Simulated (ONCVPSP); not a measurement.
Al (Z = 13): excitation energies, all-electron against ONCV

| Item | Value |
| --- | --- |
| Element | aluminium |
| Generator | ONCVPSP 4.0.1 |
| Type | optimised norm-conserving Vanderbilt (ONCV) |
| Functional | PBEsol |
| Relativity | scalar-relativistic |
| Frozen core | [Ne] |
| Valence charge | 3 |
| Reference configuration | 3s1 (charge +2) |
| Partial waves | 3s: rc 1.55 bohr, ncon 4, nbas 8, qcut 4.1 1/bohr, local; p scattering state at 0.11 Ha: rc 1.55 bohr, ncon 3, nbas 6, qcut 4.3 1/bohr, 2 projectors, debl 1.9 Ha |
| Local potential | the s channel |
| Core correction | Teter function, fcfact 5, rcfact 1.65 |

In the p channel the program set the typed energies aside and used 0.050, 1.950 Ha.

Energies are relative to the spin-unpolarised reference configuration 3s1; without spin polarisation the order of configurations can differ from experiment.

```
valence configuration  charge  ΔE all-electron (eV)  error AE − PS (meV)
              3s2 3p1       0               -24.907                 -189
                  3s2      +1               -19.171                 -113
            3s2 3p0.5    +0.5               -22.833                 -158
```

Problem. What are ΔE and the potential's error for 3s1 3p2?

Solution. ΔE = -19.788 eV all-electron; the error (AE − PS) is -121 meV.

Levels in the configuration 3s2 3p1:

```
level  all-electron (eV)  pseudo (eV)
   3s             -7.715       -7.592
   3p             -2.690       -2.645
```
